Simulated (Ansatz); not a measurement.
Program: Ansatz 0.2.0.

Basis-set series for `O=[CH][GeH2][Cl]`. Total charge 0; spin multiplicity 1. All single points use the PBE0-D4/def2-TZVP geometry. It is one conformer, not always the lowest.

```
functional       basis  functions  energy (Eh)  HOMO (eV)  LUMO (eV)
   PBE0-D4    def2-SVP         93  -2651.31749      -7.31      -1.74
   PBE0-D4  def2-TZVPP        194  -2651.87303      -7.45      -1.95
   ωB97M-V    def2-SVP         93  -2651.67414      -9.50       0.65
   ωB97M-V  def2-TZVPP        194  -2652.23132      -9.67       0.35
```

Problem. Give the rows for def2-QZVPP. (An estimate is asked.)

Solution. The calculation gave: 
| functional | basis | functions | energy (Eh) | HOMO (eV) | LUMO (eV) |
| --- | --- | --- | --- | --- | --- |
| PBE0-D4 | def2-QZVPP | 363 | -2651.93770 | -7.48 | -2.01 |
| ωB97M-V | def2-QZVPP | 363 | -2652.29420 | -9.71 | 0.25 |

Positive LUMOs are unbound and depend on the basis. Scalar relativity is left out up to krypton.
